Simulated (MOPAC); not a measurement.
Input file for MOPAC: AM1 on BCl, a point of a bond scan (R = 3.443 Å).

```
AM1 1SCF PRECISE CHARGE=0 THREADS=1
BCl

B     -0.00000000 1    -0.00000000 1    -1.33031220 1
Cl     0.00000000 1     0.00000000 1     2.11284880 1
```

Output:

```
*******************************************************************************
 **                                                                           **
 **                              MOPAC v23.2.5                                **
 **                                                                           **
 *******************************************************************************
 ** MOPAC's Digital Object Identifier: https://doi.org/10.5281/zenodo.6511958 **
 **                                                                           **
 ** Please cite the open-source release paper for use of this MOPAC version:  **
 ** J. E. Moussa and J. J. P. Stewart (2026)                                  **
 ** MOPAC: An open-source semiempirical molecular orbital program             **
 ** J. Open Source Softw., 11(119), 8025, https://doi.org/10.21105/joss.08025 **
 *******************************************************************************

                              AM1 CALCULATION RESULTS

 *******************************************************************************
 *  AM1        - The AM1 Hamiltonian to be used
 *
 *
 *
 *                 CHARGE ON SYSTEM = 0
 *
 *
 *
 *  PRECISE    - TIGHTER CRITERIA TO BE USED
 *  1SCF       - DO 1 SCF AND THEN STOP
 *  THREADS=1  - MULTI-THREADING NOT USED
 *  T=         - A TIME OF 172800.0 SECONDS REQUESTED
 *  DUMP=N     - RESTART FILE WRITTEN EVERY 7200.0 SECONDS REQUESTED
 *******************************************************************************
AM1 1SCF PRECISE CHARGE=0 THREADS=1
 BCl

   ATOM   CHEMICAL          X               Y               Z
  NUMBER   SYMBOL      (ANGSTROMS)     (ANGSTROMS)     (ANGSTROMS)

     1       B         -0.00000000  *  -0.00000000  *  -1.33031220  *
     2      Cl          0.00000000  *   0.00000000  *   2.11284880  *



          CARTESIAN COORDINATES

    NO.       ATOM           X           Y           Z

     1         B         -0.0000     -0.0000     -1.3303
     2        Cl          0.0000      0.0000      2.1128

  B: (AM1): M.J.S. DEWAR ET AL, ORGANOMETALLICS, 7, 513-521 (1988)
 Cl: (AM1): M.J.S. DEWAR AND E. G. ZOEBISCH, THEOCHEM, 180, 1 (1988).

           Empirical Formula: B Cl  =     2 atoms



      MOLECULAR POINT GROUP   :   C*v


      RHF CALCULATION, NO. OF DOUBLY OCCUPIED LEVELS = 5


 -------------------------------------------------------------------------------
 AM1 1SCF PRECISE CHARGE=0 THREADS=1
 BCl



     1SCF WAS SPECIFIED, SO BFGS WAS NOT USED
     SCF FIELD WAS ACHIEVED


                              AM1 CALCULATION
                                                       MOPAC v23.2.5 Linux




          FINAL HEAT OF FORMATION =        127.07579 KCAL/MOL =     531.68510 KJ/MOL


          COSMO AREA              =         93.90 SQUARE ANGSTROMS
          COSMO VOLUME            =         73.58 CUBIC ANGSTROMS

          IONIZATION POTENTIAL    =          7.141912 EV
          HOMO LUMO ENERGIES (EV) =         -7.142 -1.259
          NO. OF FILLED LEVELS    =          5
          MOLECULAR WEIGHT        =         46.2630         POINT GROUP:  C*v

          MOLECULAR DIMENSIONS (Angstroms)

            Atom       Atom       Distance
           Cl     2    B     1     3.44316
           Cl     2    B     1     0.00000
            B     1   Cl     2     0.00000


          SCF CALCULATIONS        =          1





   ATOM   CHEMICAL          X               Y               Z
  NUMBER   SYMBOL      (ANGSTROMS)     (ANGSTROMS)     (ANGSTROMS)

     1       B         -0.00000000  *  -0.00000000  *  -1.33031220  *
     2      Cl          0.00000000  *   0.00000000  *   2.11284880  *

                             CARTESIAN COORDINATES

   1    B       -0.000000000    -0.000000000    -1.330312200
   2   Cl        0.000000000     0.000000000     2.112848800


           Empirical Formula: B Cl  =     2 atoms



      MOLECULAR POINT GROUP   :   C*v


                  EIGENVALUES
 -29.30539 -19.75393  -7.24246  -7.14191  -7.14191  -1.25872  -1.25872  -1.10444


              NET ATOMIC CHARGES AND DIPOLE CONTRIBUTIONS

  ATOM NO.   TYPE          CHARGE      No. of ELECS.   s-Pop       p-Pop
    1          B           0.952155        2.0478     1.99734     0.05050
    2         Cl          -0.952155        7.9522     1.99999     5.95217
 DIPOLE           X         Y         Z       TOTAL
 POINT-CHG.     0.000     0.000   -15.747    15.747
 HYBRID         0.000     0.000     0.331     0.331
 SUM            0.000     0.000   -15.416    15.416


          ATOMIC ORBITAL ELECTRON POPULATIONS

     Atom    s        px        py        pz
    1  B   1.99734   0.00079   0.00079   0.04893
    2 Cl   1.99999   1.99921   1.99921   1.95374

 **********************
 *                    *
 * JOB ENDED NORMALLY *
 *                    *
 **********************




 == MOPAC DONE ==
```

The run finished.

Cost: around 0.020 core-seconds (rough).
